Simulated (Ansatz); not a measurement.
`CN(C)c1ccc(/C=C/c2ccc(/C=C/c3ccc(/C=C/C#N)cc3)cc2)cc1`, relaxed as a singlet with RKS PBE-D4/def2-SVP in Ansatz, starting from the GFN2-xTB geometry. Force threshold 0.03 eV/Å.

Single mean-field runs in def2-SVP are fitted with def2-universal-jkfit.

Start:

Cartesian coordinates in Å:
```
C 7.822 -5.468 0.865
N 7.871 -4.030 0.767
C 9.155 -3.396 0.606
C 6.720 -3.307 0.596
C 5.454 -3.910 0.675
C 4.300 -3.174 0.544
C 4.327 -1.792 0.321
C 3.148 -0.971 0.194
C 1.870 -1.383 0.275
C 0.692 -0.557 0.161
C 0.722 0.815 -0.118
C -0.438 1.546 -0.212
C -1.697 0.956 -0.031
C -2.877 1.777 -0.160
C -4.153 1.382 -0.002
C -5.330 2.199 -0.184
C -5.290 3.550 -0.552
C -6.443 4.266 -0.773
C -7.702 3.669 -0.632
C -8.943 4.356 -0.903
C -9.077 5.569 -1.466
C -10.335 6.132 -1.721
N -11.361 6.598 -1.941
C -7.747 2.330 -0.226
C -6.592 1.614 -0.013
C -1.729 -0.415 0.247
C -0.569 -1.146 0.337
C 5.591 -1.199 0.224
C 6.751 -1.924 0.353
H 8.831 -5.857 0.984
H 7.384 -5.924 -0.030
H 7.238 -5.777 1.737
H 9.312 -3.045 -0.420
H 9.250 -2.547 1.285
H 9.944 -4.105 0.847
H 5.365 -4.971 0.843
H 3.354 -3.687 0.618
H 3.354 0.078 0.025
H 1.667 -2.431 0.449
H 1.667 1.314 -0.271
H -0.381 2.603 -0.431
H -2.673 2.809 -0.416
H -4.360 0.354 0.266
H -4.339 4.044 -0.674
H -6.366 5.305 -1.057
H -9.844 3.812 -0.643
H -8.231 6.171 -1.768
H -8.707 1.851 -0.096
H -6.656 0.577 0.285
H -2.676 -0.914 0.388
H -0.624 -2.205 0.551
H 5.660 -0.135 0.041
H 7.691 -1.407 0.258
```

| step | energy (eV) | largest force component (eV/Å) | SCF passes |
| --- | --- | --- | --- |
| 1 | -31307.8867 | 3.405 | 21 |
| 2 | -31308.3121 | 0.310 | 23 |
| 3 | -31308.3500 | 0.070 | 22 |
| 4 | -31308.3513 | 0.053 | 22 |
| 5 | -31308.3516 | 0.122 | 21 |
| 6 | -31308.3546 | 0.143 | 21 |
| 7 | -31308.3566 | 0.069 | 22 |
| 8 | -31308.3574 | 0.038 | 20 |
| 9 | -31308.3579 | 0.028 | 21 |
| 10 | -31308.3582 | 0.026 | 21 |
| 11 | -31308.3584 | 0.013 | 21 |
| 12 | -31308.3586 | 0.025 | 21 |

Force components are those of the run's own axes.

End:

Cartesian coordinates in Å:
```
C 7.922 -5.499 0.955
N 7.983 -4.074 0.701
C 9.268 -3.420 0.559
C 6.820 -3.337 0.599
C 5.539 -3.951 0.737
C 4.368 -3.207 0.627
C 4.384 -1.810 0.375
C 3.187 -0.996 0.243
C 1.888 -1.406 0.359
C 0.698 -0.584 0.204
C 0.728 0.797 -0.126
C -0.448 1.527 -0.274
C -1.727 0.933 -0.102
C -2.919 1.747 -0.283
C -4.219 1.347 -0.152
C -5.405 2.167 -0.350
C -5.360 3.534 -0.744
C -6.522 4.274 -0.923
C -7.805 3.697 -0.719
C -9.050 4.428 -0.894
C -9.189 5.737 -1.263
C -10.456 6.366 -1.405
N -11.495 6.905 -1.529
C -7.853 2.336 -0.327
C -6.687 1.593 -0.148
C -1.758 -0.446 0.233
C -0.583 -1.176 0.380
C 5.661 -1.208 0.246
C 6.845 -1.934 0.354
H 8.947 -5.909 0.993
H 7.368 -6.043 0.157
H 7.426 -5.733 1.925
H 9.378 -2.925 -0.432
H 9.434 -2.643 1.340
H 10.074 -4.169 0.652
H 5.460 -5.028 0.928
H 3.407 -3.730 0.735
H 3.382 0.068 0.023
H 1.689 -2.466 0.590
H 1.693 1.303 -0.274
H -0.392 2.596 -0.534
H -2.717 2.796 -0.559
H -4.424 0.301 0.130
H -4.389 4.019 -0.917
H -6.439 5.327 -1.231
H -9.972 3.853 -0.704
H -8.312 6.374 -1.464
H -8.833 1.862 -0.161
H -6.755 0.537 0.157
H -2.724 -0.953 0.377
H -0.639 -2.246 0.638
H 5.719 -0.125 0.053
H 7.801 -1.406 0.244
```

By distances, no bond broke or formed. The bond that changes most is C22–N23, from 1.15 to 1.18 Å (atoms count from 1).

The force fell under the threshold at step 9, but the optimiser went on. No frequencies were taken in this run, so the end may be a saddle point.

It took 47 s on 2 threads of AMD EPYC 7R13 on a shared host and a share (18 GiB) of an NVIDIA H100 80GB HBM3, peak host memory 1.1 GiB.
